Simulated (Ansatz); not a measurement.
Two spin states of CdS, each at its own minimum; 2S+1 = 1, 3 were tried, and our sources give no spin for the ground state. No spin–orbit coupling.

Each state is the lowest solution found for its spin in def2 and cc sets. The singlet is a restricted closed-shell determinant, which can mix singlet states where a π or δ shell is part-filled.

Correlated levels freeze the inner cores; with def2 sets outer-core shells near the valence are correlated too.

The values were computed with Ansatz (Gaussian basis) for Hartree–Fock, density functionals and correlated methods. Each number belongs to the level named beside it. In def2 rows elements past Kr take small-core potentials, without spin–orbit coupling.

Question: What is the computed energy of the multiplicity-3 state above the multiplicity-1 state (CCSD(T)/def2-TZVPP)?

Answer: 16 kJ/mol

Question: Estimate the energy of the multiplicity-3 state above the multiplicity-1 state that PBE/def2-TZVPP returns for this input.

Answer: 23 kJ/mol

Question: What energy of the multiplicity-3 state above the multiplicity-1 state does wB97X-V/def2-TZVPP give?

Answer: -1 kJ/mol

Doubts at one or more of the structures used: a restricted determinant that unrestricted orbitals would lower (CCSD(T)/def2-TZVPP).

Ansatz is a first-principles code.
